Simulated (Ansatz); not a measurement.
Computed with frozen-core CCSD(T)/cc-pVTZ // B3LYP-D3(BJ)/def2-TZVP in Ansatz (a quantum-chemistry and plane-wave program).

Ansatz 0.2 input:
```yaml
crystal:
  periodic: [false, false, false]
  atoms:
    - { symbol: C, position_ang: [0.350874, 1.074704, 0.146982] }
    - { symbol: C, position_ang: [0.767396, -0.413093, 0.31359] }
    - { symbol: Si, position_ang: [-0.947482, -0.727956, -0.390724] }
    - { symbol: O, position_ang: [-0.996022, 0.942939, -0.405808] }
    - { symbol: H, position_ang: [0.97707, 1.626723, -0.555413] }
    - { symbol: H, position_ang: [0.302445, 1.622064, 1.089454] }
    - { symbol: H, position_ang: [0.945223, -0.710878, 1.344694] }
    - { symbol: H, position_ang: [1.618712, -0.706199, -0.297002] }
    - { symbol: H, position_ang: [-1.964318, -1.357359, 0.486961] }
    - { symbol: H, position_ang: [-1.053896, -1.350945, -1.732736] }
basis:
  gaussian: { orbitals: cc-pVTZ }
correlation:
  method: ccsd_t
```

Output:

```
Functional definition: HF
1185 factors; integrals over basis functions are off by at most 1.3e-3 eV
mean field evaluation 1: about -12053.8568 eV, gradient 3.7e1 eV
mean field evaluation 2: about -12054.1291 eV, gradient 3.8e1 eV
mean field evaluation 4: about -12057.3547 eV, gradient 4.2e0 eV
mean field evaluation 8: about -12057.4095 eV, gradient 2.0e-1 eV
mean field evaluation 16: about -12053.8570 eV, gradient 3.7e1 eV
mean field -12057.40965731 eV, -443.1016321005 hartree, gradient 2.0e-6 eV, S^2 0.000000; 0 other end points of the search recorded, 0 dependent functions left out
8 core orbitals not correlated
reference -12057.40965731 eV, -443.1016321005 hartree; 12, 12 occupied and 188, 188 virtual orbitals, 1185 factors
second order -18.98509519 eV of doubles, -0.00000000 eV of singles
cycle   1  -19.36103932 eV  change   -3.8e-1 eV  update   9.3e-2
cycle   2  -19.85331226 eV  change   -4.9e-1 eV  update   2.7e-2
cycle   3  -19.95622754 eV  change   -1.0e-1 eV  update   1.3e-2
cycle   4  -19.94724622 eV  change    9.0e-3 eV  update   2.9e-3
cycle   5  -19.94746934 eV  change   -2.2e-4 eV  update   1.4e-3
cycle   6  -19.94800670 eV  change   -5.4e-4 eV  update   4.0e-4
cycle   7  -19.94779286 eV  change    2.1e-4 eV  update   1.7e-4
cycle   8  -19.94777513 eV  change    1.8e-5 eV  update   5.4e-5
cycle   9  -19.94779274 eV  change   -1.8e-5 eV  update   1.9e-5
perturbative correction -0.78691004 eV, -0.0289184107 hartree
Total energy: -12078.14436009 eV, -443.8636183732 hartree
```

Cost: about 40 core-seconds (a rough figure).
